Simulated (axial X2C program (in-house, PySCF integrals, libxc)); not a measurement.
**SnP: bond constants with and without spin–orbit coupling**

Calculated with an in-house relativistic program for diatomic molecules. Spin-free means the one-electron spin-free X2C Hamiltonian; two-component (2c) means X2C with spin–orbit coupling and atomic mean-field two-electron Coulomb and Gaunt terms, so the difference of the two also holds small scalar two-electron terms. Basis: Sn dyall-cv3z [11s12p9d4f1g], P dyall-v3z [8s7p2d1f] (cores contracted in-house); Gaussian nuclei, density fitting, unrestricted open shells. Masses: Sn 119.902 u, P 30.974 u.

State, spin-free: M_S = 1/2, Λ = 1 (beyond evenly filled blocks: π+α, π+β, π-α); electrons by block: σα: 15, σβ: 15, π+α: 7, π+β: 7, π-α: 7, π-β: 6, δ+α: 2, δ+β: 2, δ-α: 2, δ-β: 2. Fragments: Sn + P.

State, 2c: Ω = 3/2 (⟨Sz⟩ = 0.50, ⟨Lz⟩ = 1.00 at HF); electrons by block: 1/2: 22, -1/2: 22, 3/2: 9, -3/2: 8, 5/2: 2, -5/2: 2. Fragments: Sn + P.

| Hamiltonian | level | Re (Å) | ωe (cm⁻¹) | De (eV) | k (mdyn/Å) | μ (D) |
| --- | --- | --- | --- | --- | --- | --- |
| spin-free | PBE0 | 2.341 | 416.7 | 2.77 | 2.52 | -2.24 |
| spin-free | HF | 2.463 | 298.0 | 0.815 | 1.29 | -1.63 |
| spin-free | BP86 | 2.374 | 391.3 | 3.15 | 2.22 | -2.06 |
| 2c | HF | 2.472 | 296.1 | n/a | 1.27 | -1.59 |

Dipoles are positive if P is the positive end.

The state is one determinant whose occupation by symmetry is held fixed; it was picked as the lowest of a PBE0 search that is not exhaustive. De is counted from the lowest determinant-based energies of the atoms at the same level, without counterpoise correction. De is not given where an atomic determinant may have missed its ground term or J level, or where the truncated virtual space spoils (T). Other states lie close and PBE0, whose exact exchange favours high spin, may order them wrongly; the determinant shown need not be the ground state. The nearest other spin-free determinant of the search, M_S = 1/2, Λ = 0, lies 0.30 eV up at the distance of the search. Without a current term, density functionals place determinants with orbital angular momentum somewhat too high. At some level and bond length an empty orbital lies below a filled one. The determinant is spin-polarised beyond a pure state at some levels (its spin-free form has ⟨S²⟩ too high), which makes Re and μ there less reliable. The stretched end of a curve changes character and is left out.

No reliable constants came from BP86 (2c), CCSD (2c), CCSD (spin-free), CCSD(T) (2c), CCSD(T) (spin-free), MP2 (2c), MP2 (spin-free), PBE0 (2c): no minimum in range, unconverged points, a curve that is not smooth, a change of character along it, or the two Hamiltonians disagreeing along it.

Rough cost a point (2c) on 1 thread(s) of a shared host, integrals apart: HF 0.5 s.

The whole task took 6.7 min on 1 thread of Arm Neoverse V2, with other jobs on the host.
